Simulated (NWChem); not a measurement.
System: C₅H₁₁Cl; SMILES ClCCCCC

Here is an NWChem input.

```
start job
memory heap 200 mb stack 900 mb global 1100 mb
geometry units angstroms noautoz
  C      0.293420     3.166411     0.019182
  C     -0.803912     2.120224     0.158012
  C     -0.456208     0.746906    -0.410018
  C      0.683888     0.037379     0.309180
  C      0.979713    -1.354957    -0.207718
  Cl    -0.390484    -2.487380     0.045052
  H      0.587766     3.299053    -1.035006
  H      1.200180     2.895634     0.582796
  H     -0.038909     4.146353     0.394581
  H     -1.714822     2.485251    -0.345505
  H     -1.076944     2.010957     1.222942
  H     -0.203462     0.845702    -1.482150
  H     -1.347411     0.099817    -0.366502
  H      1.619575     0.616314     0.212210
  H      0.467356    -0.020874     1.390082
  H      1.843071    -1.798573     0.306329
  H      1.183994    -1.350408    -1.288428
end
basis spherical
  * library 3-21g
end
dft
  xc b3lyp
  iterations 150
  mulliken
end
task dft energy
```

Output (shortened):

```
             Northwest Computational Chemistry Package (NWChem) 7.3.0
             --------------------------------------------------------

 C1  symmetry detected

                             Geometry "geometry" -> ""
                             -------------------------

 Output coordinates in angstroms (scale by  1.889725989 to convert to a.u.)

  No.       Tag          Charge          X              Y              Z
 ---- ---------------- ---------- -------------- -------------- --------------
    1 C                    6.0000     0.29955794     3.17894997     0.00810583
    2 C                    6.0000    -0.79825294     2.13587803     0.16536591
    3 C                    6.0000    -0.46058390     0.75915480    -0.40047085
    4 C                    6.0000     0.68675835     0.05043717     0.30792050
    5 C                    6.0000     0.97314250    -1.34494960    -0.20605945
    6 Cl                  17.0000    -0.39629269    -2.47311535     0.06890177
    7 H                    1.0000     0.58115075     3.30602149    -1.05024389
    8 H                    1.0000     1.21261715     2.90877370     0.56175037
    9 H                    1.0000    -0.02597346     4.16137081     0.38298170
   10 H                    1.0000    -1.71451426     2.50059226    -0.32857723
   11 H                    1.0000    -1.05834982     2.03218356     1.23408417
   12 H                    1.0000    -0.22088318     0.85239023    -1.47609111
   13 H                    1.0000    -1.35258944     0.11427050    -0.34292986
   14 H                    1.0000     1.62243573     0.62681989     0.19670057
   15 H                    1.0000     0.48346543    -0.00229595     1.39167318
   16 H                    1.0000     1.84181435    -1.78809637     0.29936775
   17 H                    1.0000     1.16407073    -1.34589146    -1.28921735

 Effective nuclear repulsion energy (a.u.)     292.8285198578

                                 NWChem DFT Module
                                 -----------------

 Summary of "ao basis" -> "ao basis" (spherical)
 ------------------------------------------------------------------------------
       Tag                 Description            Shells   Functions and Types
 ---------------- ------------------------------  ------  ---------------------
 C                           3-21g                   5        9   3s2p
 Cl                          3-21g                   7       13   4s3p
 H                           3-21g                   2        2   2s

            General Information
            -------------------
          SCF calculation type: DFT
          Wavefunction type:  closed shell.
          No. of atoms     :    17
          No. of electrons :    58
           Alpha electrons :    29
            Beta electrons :    29
          Charge           :     0
          Spin multiplicity:     1
          Use of symmetry is: off; symmetry adaption is: off
          Maximum number of iterations: 150
          AO basis - number of functions:    80
                     number of shells:    54
          Convergence on energy requested:  1.00D-06
          Convergence on density requested:  1.00D-05
          Convergence on gradient requested:  5.00D-04

              XC Information
              --------------
                         B3LYP Method XC Potential
                     Hartree-Fock (Exact) Exchange  0.200
                        Slater Exchange Functional  0.800 local
                    Becke 1988 Exchange Functional  0.720 non-local
              Lee-Yang-Parr Correlation Functional  0.810
                  VWN I RPA Correlation Functional  0.190 local

             Grid Information
             ----------------
          Grid used for XC integration:  medium
          Radial quadrature: Mura-Knowles
          Angular quadrature: Lebedev.
          Tag              B.-S. Rad. Rad. Pts. Rad. Cut. Ang. Pts.
          ---              ---------- --------- --------- ---------
          C                   0.70       49          13.0       434
          Cl                  1.00       88          13.0       590
          H                   0.35       45          13.0       434
          Grid pruning is: on
          Number of quadrature shells:   828
          Spatial weights used:  Erf1

      Superposition of Atomic Density Guess
      -------------------------------------

 Sum of atomic energies:        -650.06125083

      Non-variational initial energy
      ------------------------------

 Total energy =    -653.848399
 1-e energy   =   -1471.499900
 2-e energy   =     524.822981
 HOMO         =      -0.344235
 LUMO         =       0.097950

     ---------------------------------------------
      Total Density - Mulliken Population Analysis
     ---------------------------------------------

    Atom       Charge   Shell Charges
 -----------   ------   -------------------------------------------------------
    1 C    6     6.72   1.99  0.40  1.59  1.13  1.62
    2 C    6     6.48   1.99  0.39  1.54  1.11  1.46
    3 C    6     6.48   1.99  0.39  1.54  1.11  1.44
    4 C    6     6.49   1.99  0.39  1.55  1.11  1.45
    5 C    6     6.30   1.99  0.38  1.35  1.14  1.45
    6 Cl  17    17.20   2.00  1.96  5.91  1.15  3.09  0.80  2.29
    7 H    1     0.76   0.42  0.34
    8 H    1     0.76   0.42  0.34
    9 H    1     0.75   0.42  0.34
   10 H    1     0.76   0.42  0.34
   11 H    1     0.76   0.42  0.34
   12 H    1     0.77   0.42  0.35
   13 H    1     0.75   0.42  0.33
   14 H    1     0.74   0.41  0.33
   15 H    1     0.76   0.42  0.34
   16 H    1     0.76   0.42  0.33
   17 H    1     0.76   0.42  0.34

   convergence    iter        energy       DeltaE   RMS-Dens  Diis-err
 ---------------- ----- ----------------- --------- --------- ---------
 d= 0,ls=0.0,diis     1   -654.0202707683 -9.47D+02  1.33D-02  6.98D-01
 d= 0,ls=0.0,diis     2   -654.0507304066 -3.05D-02  9.05D-03  3.49D-01
 d= 0,ls=0.0,diis     3   -654.0859516059 -3.52D-02  2.85D-03  7.62D-02
 d= 0,ls=0.0,diis     4   -654.0962168620 -1.03D-02  2.88D-04  4.44D-04
 d= 0,ls=0.0,diis     5   -654.0962649821 -4.81D-05  9.52D-05  6.66D-05
  Resetting Diis
 d= 0,ls=0.0,diis     6   -654.0962732409 -8.26D-06  2.05D-05  2.21D-06
 d= 0,ls=0.0,diis     7   -654.0962735197 -2.79D-07  9.76D-06  1.37D-07

         Total DFT energy =     -654.096273519668
      One electron energy =    -1476.659517754641
           Coulomb energy =      589.136172534320
    Exchange-Corr. energy =      -59.401448157193
 Nuclear repulsion energy =      292.828519857846

 Numeric. integr. density =       57.999995865054

                       DFT Final Molecular Orbital Analysis
                       ------------------------------------

 Vector   27  Occ=2.000000D+00  E=-3.247867D-01
              MO Center= -3.5D-01,  1.7D+00,  3.9D-02, r^2= 4.0D+00
   Bfn.  Coefficient  Atom+Function         Bfn.  Coefficient  Atom+Function
  ----- ------------  ---------------      ----- ------------  ---------------
    14      0.227927   2 C  pz               68      0.195808  11 H  s
    66     -0.191861  10 H  s                18      0.184481   2 C  pz
    65     -0.174662  10 H  s                67      0.165377  11 H  s
    23     -0.161011   3 C  pz               70      0.151803  12 H  s
    30      0.149619   4 C  px                5     -0.146377   1 C  pz

 Vector   28  Occ=2.000000D+00  E=-2.920428D-01
              MO Center= -2.3D-01, -2.2D+00,  4.0D-02, r^2= 2.2D+00
   Bfn.  Coefficient  Atom+Function         Bfn.  Coefficient  Atom+Function
  ----- ------------  ---------------      ----- ------------  ---------------
    53      0.384901   6 Cl py               54      0.365598   6 Cl pz
    57      0.330525   6 Cl py               58      0.308975   6 Cl pz
    52     -0.237231   6 Cl px               56     -0.194704   6 Cl px
    49     -0.178456   6 Cl py               50     -0.169599   6 Cl pz
    33     -0.151504   4 C  s                31      0.140971   4 C  py

 Vector   29  Occ=2.000000D+00  E=-2.881264D-01
              MO Center= -1.7D-01, -2.1D+00,  1.8D-02, r^2= 2.5D+00
   Bfn.  Coefficient  Atom+Function         Bfn.  Coefficient  Atom+Function
  ----- ------------  ---------------      ----- ------------  ---------------
    54      0.436406   6 Cl pz               58      0.372459   6 Cl pz
    52      0.293221   6 Cl px               56      0.247136   6 Cl px
    53     -0.221019   6 Cl py               50     -0.202236   6 Cl pz
    57     -0.185628   6 Cl py               78     -0.162121  16 H  s
    48     -0.135715   6 Cl px               77     -0.123086  16 H  s

 Vector   30  Occ=0.000000D+00  E= 4.503323D-02
              MO Center=  2.9D-01, -1.8D+00, -3.8D-02, r^2= 2.8D+00
   Bfn.  Coefficient  Atom+Function         Bfn.  Coefficient  Atom+Function
  ----- ------------  ---------------      ----- ------------  ---------------
    42      1.157261   5 C  s                56     -0.683640   6 Cl px
    55     -0.646076   6 Cl s                43     -0.639725   5 C  px
    57     -0.566948   6 Cl py               44     -0.528326   5 C  py
    52     -0.302835   6 Cl px               39     -0.284886   5 C  px
    53     -0.245796   6 Cl py               40     -0.235279   5 C  py

 Vector   31  Occ=0.000000D+00  E= 1.051188D-01
              MO Center=  7.0D-01,  1.1D+00,  8.7D-03, r^2= 6.7D+00
   Bfn.  Coefficient  Atom+Function         Bfn.  Coefficient  Atom+Function
  ----- ------------  ---------------      ----- ------------  ---------------
    33      1.055001   4 C  s                 6      0.948933   1 C  s
    74     -0.861374  14 H  s                24      0.644905   3 C  s
    62     -0.567135   8 H  s                64     -0.548825   9 H  s
    78     -0.546472  16 H  s                42      0.538032   5 C  s
    70     -0.536099  12 H  s                15      0.514428   2 C  s

[...]
```

Level: B3LYP/3-21G. All runs use the structure optimised with PBE0/def2-SVP.
